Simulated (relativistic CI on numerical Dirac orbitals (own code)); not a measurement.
## Spin-allowed bands of a d3 ion in an octahedral site, by hand

Problem. Take Δ = 22200 cm⁻¹ and B = 720 cm⁻¹ for a d3 ion in an octahedral site. Calculate the three spin-allowed bands.

Working.
1. The terms of highest spin are 4F (energy 0) and 4P (15B = 10800 cm⁻¹). Here the F term splits into A2 at −1.2Δ = -26640, T2 at −0.2Δ = -4440 and T1 at +0.6Δ = 13320 cm⁻¹.
2. The two T1 states mix through the element 0.4Δ: H = [[13320, 8880], [8880, 10800]], with roots ½(H₁₁ + H₂₂) ∓ ½√[(H₂₂ − H₁₁)² + 4H₁₂²] = ½(24120) ∓ ½(17938) = 3091 and 21029 cm⁻¹.
3. The ground term is 4A2 at -26640 cm⁻¹.
4. Bands: 4T2 22200 cm⁻¹ (450 nm), 4T1(F) 29731 cm⁻¹ (336 nm), 4T1(P) 47669 cm⁻¹ (210 nm).

Check. Exact diagonalisation of the whole d3 shell with these parameters gives 4T2 22200, 4T1 29731, 4T1 47669 cm⁻¹. The match is exact, since without spin-orbit coupling no other term has this spin. The ratio of the second band to the first, 1.339, depends on Δ/B = 30.8 alone, which is how a Tanabe-Sugano diagram is read.
